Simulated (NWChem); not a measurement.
System: C2H6AlCl; SMILES [CH3][Al]([CH3])[Cl]

Input file for NWChem:

```
start job
memory heap 200 mb stack 900 mb global 1100 mb
geometry units angstroms noautosym nocenter noautoz
  Al     0.000000     0.000000    -0.409890
  C     -0.002639     1.757748    -1.273800
  H     -0.104637     1.689213    -2.363172
  H      0.929045     2.298132    -1.059880
  H     -0.819802     2.384527    -0.895223
  C      0.002639    -1.757748    -1.273800
  H     -0.929045    -2.298132    -1.059880
  H      0.819802    -2.384527    -0.895223
  H      0.104637    -1.689213    -2.363172
  Cl     0.000000     0.000000     1.729252
end
basis spherical
  * library pcsseg-1
end
dft
  xc pbe0
  iterations 150
end
property
  shielding 6 1 2 3 4 5 10
end
task dft property
```

Excerpt of the output:

```
             Northwest Computational Chemistry Package (NWChem) 7.3.0
             --------------------------------------------------------

                             Geometry "geometry" -> ""
                             -------------------------

 Output coordinates in angstroms (scale by  1.889725989 to convert to a.u.)

  No.       Tag          Charge          X              Y              Z
 ---- ---------------- ---------- -------------- -------------- --------------
    1 Al                  13.0000     0.00000000     0.00000000    -0.40989000
    2 C                    6.0000    -0.00263900     1.75774800    -1.27380000
    3 H                    1.0000    -0.10463700     1.68921300    -2.36317200
    4 H                    1.0000     0.92904500     2.29813200    -1.05988000
    5 H                    1.0000    -0.81980200     2.38452700    -0.89522300
    6 C                    6.0000     0.00263900    -1.75774800    -1.27380000
    7 H                    1.0000    -0.92904500    -2.29813200    -1.05988000
    8 H                    1.0000     0.81980200    -2.38452700    -0.89522300
    9 H                    1.0000     0.10463700    -1.68921300    -2.36317200
   10 Cl                  17.0000     0.00000000     0.00000000     1.72925200

 Effective nuclear repulsion energy (a.u.)     188.1571723483

                              NWChem Property Module
                              ----------------------

  itol2e modified to match energy
  convergence criterion.

                                 NWChem DFT Module
                                 -----------------

 Summary of "ao basis" -> "ao basis" (spherical)
 ------------------------------------------------------------------------------
       Tag                 Description            Shells   Functions and Types
 ---------------- ------------------------------  ------  ---------------------
 Al                         pcsseg-1                10       24   4s5p1d
 C                          pcsseg-1                 7       17   3s3p1d
 H                          pcsseg-1                 3        5   2s1p
 Cl                         pcsseg-1                10       24   4s5p1d

  itol2e modified to match energy
  convergence criterion.

            General Information
            -------------------
          SCF calculation type: DFT
          Wavefunction type:  closed shell.
          No. of atoms     :    10
          No. of electrons :    48
           Alpha electrons :    24
            Beta electrons :    24
          Charge           :     0
          Spin multiplicity:     1
          Use of symmetry is: off; symmetry adaption is: off
          Maximum number of iterations: 150
          AO basis - number of functions:   112
                     number of shells:    52
          Convergence on energy requested:  1.00D-07
          Convergence on density requested:  1.00D-05
          Convergence on gradient requested:  5.00D-04

              XC Information
              --------------
                         PBE0 Method XC Functional
                     Hartree-Fock (Exact) Exchange  0.250
          PerdewBurkeErnzerhof Exchange Functional  0.750
            Perdew 1991 LDA Correlation Functional  1.000 local
           PerdewBurkeErnz. Correlation Functional  1.000 non-local

             Grid Information
             ----------------
          Grid used for XC integration:  fine
          Radial quadrature: Mura-Knowles
          Angular quadrature: Lebedev.
          Tag              B.-S. Rad. Rad. Pts. Rad. Cut. Ang. Pts.
          ---              ---------- --------- --------- ---------
          Al                  1.25      123          10.0       770
          C                   0.70       70          12.0       590
          H                   0.35       60          13.0       590
          Cl                  1.00      123          12.0       770
          Grid pruning is: on
          Number of quadrature shells:   746
          Spatial weights used:  Erf1

      Superposition of Atomic Density Guess
      -------------------------------------

 Sum of atomic energies:        -779.59551542

      Non-variational initial energy
      ------------------------------

[...]

          -----------------------------------------
          Chemical Shielding Tensors (GIAO, in ppm)
          -----------------------------------------

                                NWChem CPHF Module
                                ------------------

  scftype          =     RHF
  nclosed          =       24
  nopen            =        0
  variables        =     2112
  # of vectors     =        3
  tolerance        = 0.10D-03
  level shift      = 0.00D+00
  max iterations   =       50
  max subspace     =       30

 SCF residual:    2.4317317122405670E-004

Iterative solution of linear equations
  No. of variables     2112
  No. of equations        3
  Maximum subspace       30
        Iterations       50
       Convergence  1.0D-04

   iter   nsub   residual    time
   ----  ------  --------  ---------
     1      3    5.31D-01      39.7
     2      6    3.13D-02      44.7
     3      9    1.30D-03      49.7
     4     12    5.71D-05      54.5

      Atom:    1  Al
        Diamagnetic
    795.5569     -0.0036      0.0000
     -0.0036    794.2392     -0.0000
      0.0000     -0.0000    799.1783

        Paramagnetic
   -483.1707      0.3510      0.0000
      0.3510   -385.6673     -0.0000
      0.0000     -0.0000   -610.1337

        Total Shielding Tensor
    312.3862      0.3475      0.0000
      0.3475    408.5720     -0.0000
      0.0000     -0.0000    189.0446

           isotropic =     303.3343
          anisotropy =     157.8585

          Principal Components and Axis System
                 1           2           3
              408.5732    312.3849    189.0446

      1         0.0036      1.0000     -0.0000
      2         1.0000     -0.0036      0.0000
      3        -0.0000      0.0000      1.0000

      Atom:    2  C
        Diamagnetic
    248.7401     -0.0726      0.0985
     -0.0726    257.2113     -4.5481
      0.0985     -4.5481    252.7653

        Paramagnetic
    -59.5589     -1.1183      0.5676
     -1.1183    -63.2992     -1.2356
      0.5676     -1.2356    -61.3459

        Total Shielding Tensor
    189.1812     -1.1909      0.6661
     -1.1909    193.9121     -5.7837
      0.6661     -5.7837    191.4194

           isotropic =     191.5042
          anisotropy =      10.9001

          Principal Components and Axis System
                 1           2           3
              198.7709    189.0155    186.7263

      1        -0.1390      0.9853      0.0994
      2         0.7721      0.0450      0.6339
      3        -0.6201     -0.1648      0.7670

      Atom:    3  H
        Diamagnetic
     23.6276     -0.0919      1.4447
     -0.0919     26.6690     -1.9716
      1.4447     -1.9716     40.4474

        Paramagnetic
      3.5532      0.0271     -0.4511
      0.0271      2.3829      1.1028
     -0.4511      1.1028     -1.7683

        Total Shielding Tensor
     27.1809     -0.0648      0.9935
     -0.0648     29.0519     -0.8688
      0.9935     -0.8688     38.6791

           isotropic =      31.6373
          anisotropy =      10.8069

          Principal Components and Axis System
                 1           2           3
               38.8419     28.9744     27.0956

      1         0.0850      0.0127      0.9963
      2        -0.0886      0.9961     -0.0051
      3         0.9924      0.0879     -0.0858

      Atom:    4  H
        Diamagnetic
     33.6200      7.6269      1.5115
      7.6269     31.3169     -0.6068
      1.5115     -0.6068     25.0529

        Paramagnetic
      0.5699     -2.3628     -0.5098
     -2.3628      0.6505      0.5342
     -0.5098      0.5342      3.3946

        Total Shielding Tensor
     34.1899      5.2641      1.0017
      5.2641     31.9674     -0.0726
      1.0017     -0.0726     28.4475

           isotropic =      31.5349
          anisotropy =      10.4659

          Principal Components and Axis System
                 1           2           3
               38.5122     28.8151     27.2775

      1         0.7776      0.2794     -0.5633
      2         0.6246     -0.4470      0.6404
      3         0.0729      0.8498      0.5220

      Atom:    5  H
        Diamagnetic
     31.1449     -7.6294     -2.9051
     -7.6294     32.7986      0.9173
     -2.9051      0.9173     25.9928

        Paramagnetic
      1.3478      2.3184      0.9416
      2.3184      0.1999     -0.0046
      0.9416     -0.0046      3.0457

        Total Shielding Tensor
     32.4928     -5.3110     -1.9635
     -5.3110     32.9986      0.9127
     -1.9635      0.9127     29.0385

           isotropic =      31.5099
          anisotropy =      10.4774

          Principal Components and Axis System
                 1           2           3
               38.4949     28.9912     27.0437

      1        -0.6855     -0.1865      0.7038
      2         0.6972     -0.4465      0.5608
      3         0.2096      0.8751      0.4361

      Atom:    6  Cl
        Diamagnetic
   1146.5773     -0.0120      0.0000
     -0.0120   1146.6942     -0.0000
      0.0000     -0.0000   1153.4060

        Paramagnetic
   -194.6190      1.0465     -0.0000
      1.0465   -449.6216      0.0000
     -0.0000      0.0000   -169.4831

        Total Shielding Tensor
    951.9583      1.0345     -0.0000
      1.0345    697.0726      0.0000
     -0.0000      0.0000    983.9229

           isotropic =     877.6512
          anisotropy =     159.4075

          Principal Components and Axis System
                 1           2           3
              983.9229    951.9625    697.0684

      1        -0.0000      1.0000     -0.0041
      2         0.0000      0.0041      1.0000
      3         1.0000      0.0000     -0.0000
```

Level: PBE0/pcSseg-1, GIAO. Geometry: optimised at B3LYP/6-31G* (spherical d). The output numbers the shielded atoms by their place in the input's list. The printed shielding anisotropy is the first printed principal value minus the mean of the other two.
